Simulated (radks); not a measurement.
Results of a calculation; reference values are marked as such.
The iridium ion Ir4+, 73 electrons, occupied as [Xe] 4f14 5d5. Level of theory: scalar-relativistic Kohn-Sham, r2SCAN, spin-polarised, spherical densities, finite nucleus; open shells are filled with parallel spins first (spin-orbit coupling, left out, can overturn this in heavy ions); meta-GGA in the generalised Kohn-Sham scheme; Fermi nuclear charge, rms radius 5.4032 fm (a radial shooting solver on a logarithmic mesh with Libxc functionals).

Radial electron density D(r) = 4 pi r^2 rho(r):

| r (bohr) | D(r) (e/bohr) | spin D(r) |
|---|---|---|
| 0.001319 | 13.87 | -0.000259 |
| 0.001759 | 20.87 | -0.000387 |
| 0.002327 | 30.36 | -0.000558 |
| 0.003104 | 43.33 | -0.000785 |
| 0.004107 | 58.91 | -0.00105 |
| 0.005434 | 76.23 | -0.00135 |
| 0.007247 | 92.92 | -0.00164 |
| 0.009589 | 103.8 | -0.00193 |
| 0.01269 | 105.9 | -0.00231 |
| 0.01692 | 99.52 | -0.00288 |
| 0.02239 | 94.13 | -0.00290 |
| 0.02963 | 102.4 | 0.00215 |
| 0.03951 | 126.6 | 0.0280 |
| 0.05228 | 143.3 | 0.102 |
| 0.06973 | 130.5 | 0.250 |
| 0.09226 | 111.2 | 0.406 |
| 0.1221 | 122.3 | 0.392 |
| 0.1628 | 130.0 | 0.101 |
| 0.2154 | 92.19 | -0.0280 |
| 0.285 | 70.38 | 0.474 |
| 0.3802 | 84.12 | 0.839 |
| 0.503 | 66.99 | 0.169 |
| 0.6656 | 34.57 | 0.133 |
| 0.8877 | 20.84 | 2.31 |
| 1.175 | 14.26 | 4.31 |
| 1.567 | 6.615 | 3.59 |
| 2.073 | 1.978 | 1.54 |
| 2.743 | 0.3468 | 0.321 |
| 3.658 | 0.02600 | 0.0256 |
| 4.84 | 0.0006871 | 0.000686 |

D(r) has 4 maxima, at r = 0.0117, 0.0540, 0.149, 0.393 bohr, and minima at 0.0226, 0.0968, 0.276 bohr, inside which lie 1.89, 11.07, 29.88 electrons.
